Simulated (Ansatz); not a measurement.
C₂H₅FGeO (`C=C[O][GeH2][F]`). Total charge 0; spin multiplicity 1. The structure was optimised at the PBE0-D4/def2-TZVP level. It is one conformer, not always the lowest.

```xyz
10

C     0.759    1.352    0.387
C     0.806    0.660   -0.744
O     0.344   -0.596   -0.948
Ge   -0.966   -1.287    0.028
F    -0.362   -1.577    1.629
H     0.357    0.942    1.307
H     1.162    2.355    0.412
H     1.257    1.069   -1.645
H    -2.101   -0.272    0.172
H    -1.257   -2.646   -0.599
```

Problem. What is the dipole moment at ωB97M-V/def2-TZVPP? (Estimate.)

Solution. Computed: 2.00 D, with components (-1.51, 0.33, -1.26) D in this frame, pointing from negative to positive charge.

Problem. And with PBE, r2SCAN, B3LYP? (An estimate is asked.)

Solution. Ansatz gave: PBE 1.86 D, r2SCAN 1.93 D, B3LYP 1.98 D.

Problem. Give the Mulliken charges with ωB97M-V, r2SCAN, B3LYP in def2-TZVPP. (Best estimate.)

Solution. Computed: 
| atom | ωB97M-V | r2SCAN | B3LYP |
| --- | --- | --- | --- |
| C1 | -0.23 | -0.22 | -0.24 |
| C2 | 0.07 | 0.11 | 0.06 |
| O3 | -0.38 | -0.39 | -0.37 |
| Ge4 | 0.57 | 0.63 | 0.63 |
| F5 | -0.37 | -0.37 | -0.38 |
| H6 | 0.09 | 0.08 | 0.10 |
| H7 | 0.09 | 0.07 | 0.09 |
| H8 | 0.10 | 0.08 | 0.10 |
| H9 | 0.03 | 0.00 | 0.00 |
| H10 | 0.03 | 0.00 | 0.01 |

B3LYP here is the variant with VWN-RPA as its local correlation; programs differ in this.
